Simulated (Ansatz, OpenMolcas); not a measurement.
# Worked example: vertical ionisation energy of InH3 (SMILES [InH3])

InH3: 4 atoms, total charge 0, spin state singlet. As SMILES, `[InH3]`. Geometry: relaxed at PBE0-D4/def2-TZVP.

```xyz
4

In    0.0139   -0.0151   -0.0051
H     0.4155    1.5160    0.6782
H    -1.0956   -0.1073   -1.3214
H     0.7218   -1.4540    0.6280
```

Both states at this one shape; open shells run unrestricted unless said. 1 Eh = 27.2114 eV.

| level | program | singlet InH3 (Eh) | doublet [InH3]+ (Eh) |
| --- | --- | --- | --- |
| SVWN5/def2-TZVP (core potential) | OpenMolcas | -191.539218 | -191.154362 |
| TPSS/def2-TZVP (core potential) | OpenMolcas | -191.819349 | -191.437468 |
| M06-2X/def2-TZVP (core potential) | OpenMolcas | -191.806613 | -191.417195 |
| wB97X/STO-3G | Ansatz | -5686.773348 | -5686.461010 |

**Question.** Work out the vertical ionisation energy at each level.

**Answer.** 
1. SVWN5/def2-TZVP (core potential): -191.154362 − (-191.539218) = 0.384856 Eh = 10.47 eV.
2. TPSS/def2-TZVP (core potential): -191.437468 − (-191.819349) = 0.381881 Eh = 10.39 eV.
3. M06-2X/def2-TZVP (core potential): -191.417195 − (-191.806613) = 0.389418 Eh = 10.60 eV.
4. wB97X/STO-3G: -5686.461010 − (-5686.773348) = 0.312338 Eh = 8.50 eV.

No measured value is set beside it here; the levels span 8.50 to 10.60 eV. Spin-orbit coupling, which splits open shells on such heavy atoms by tenths of an eV, is left out. Minimal sets are far from the basis-set limit. All-electron rows are non-relativistic unless named.
